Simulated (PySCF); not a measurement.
# Working out the ionisation energy of Ir

Ir [Xe] 4f14 5d7 6s2 (4F) → Ir⁺ [Xe] 4f14 5d7 6s1 (5F). Computed with PySCF 2.14 in aug-cc-pwCVDZ-PP with ECP60MDF (6s6p5d3f, 70 functions), with scalar relativity through the core potential. Frozen: nothing. Energies in hartree (1 hartree = 27.21139 eV):

```json
{"part": "UHF", "Ir (lower)": "-103.623841", "Ir⁺ (upper)": "-103.365464"}
{"part": "CCSD correlation", "Ir (lower)": "-0.456178", "Ir⁺ (upper)": "-0.397773"}
{"part": "(T)", "Ir (lower)": "-0.014383", "Ir⁺ (upper)": "-0.008917"}
```

Problem. What does Hartree-Fock give?

Solution. (-103.365464) − (-103.623841) = 0.258377 hartree = 7.031 eV.

Problem. What do CCSD and CCSD(T) give?

Solution. The CCSD correlation energies differ by 0.058405 hartree = 1.589 eV and the triples by 0.005466 hartree = 0.149 eV, so CCSD gives 8.620 eV and CCSD(T) 8.769 eV.

Measured between the centres of the two terms (NIST): 8.926 eV, so CCSD(T) (valence and next inner shell) is off by -0.157 eV.

A double-zeta basis recovers only part of the correlation energy.

What remains against the reference includes basis incompleteness and higher excitations.
